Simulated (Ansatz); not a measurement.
`C=C[CH2][Al]([F])[F]` + HI → `[F][Al]([F])[I]` + propene at 500 K and 1 bar (ligand exchange at the Al–C bond).

Gas-phase electronic energies from Ansatz, PBE0-D4/def2-TZVP geometries. CBS: MP2 limit from def2 TZ/QZ plus the TZ coupled-cluster correction, frozen cores. Elements past krypton have def2 core potentials. For I outer-core shells are correlated without core-valence functions, which leaves a few kJ/mol of doubt a bond. One conformer a species, not always the lowest.

| species | CCSD(T)/CBS energy (Eh) | H − E (kJ/mol) | S (J/(mol·K)) |
| --- | --- | --- | --- |
| `C=C[CH2][Al]([F])[F]` | -558.91415 | 246.7 | 429.1 |
| HI | -298.03592 | 28.6 | 221.6 |
| `[F][Al]([F])[I]` | -739.25894 | 46.3 | 356.2 |
| `C=CC` | -117.74610 | 238.4 | 304.6 |

H − E and S are ideal-gas, rigid-rotor, harmonic terms from PBE0-D4/def2-TZVP, for one conformer and one mirror image of each species. 1 Eh = 2625.50 kJ/mol, R = 8.31446 J/(mol·K).

Q: By hand: ΔE, ΔH, ΔS and ΔG.

A: ΔE = (-739.25894) + (-117.74610) − (-558.91415) − (-298.03592) = -0.05497 Eh = -144.3 kJ/mol. Δ(H − E) = 46.3 + 238.4 − 246.7 − 28.6 = 9.4, so ΔH = -134.9 kJ/mol. ΔS = 356.2 + 304.6 − 429.1 − 221.6 = 10.1 J/(mol·K). ΔG = -134.9 − 500 × (10.1)/1000 = -140.0 kJ/mol.

Q: By hand: the equilibrium constant, and the temperature at which ΔG would vanish if ΔH and ΔS stayed fixed.

A: log₁₀ K = −ΔG/(RT ln 10) = 14.6. ΔH and −TΔS have one sign here, so there is no such temperature.

The number of gas molecules stays the same, so ΔS is small and ΔH decides. A doubt of 5 kJ/mol in ΔE shifts log₁₀ K by 0.5 here. Other conformers and mirror images would add mixing entropy, several J/(mol·K) or more a flexible species. These are equilibria of isolated gas molecules and say nothing of rates. Largest T1 diagnostic: 0.012 (customary marks: 0.02 for closed shells, 0.045 for open ones).

ΔS is within the doubt of such terms, so its sign, and with it that verdict, could turn.
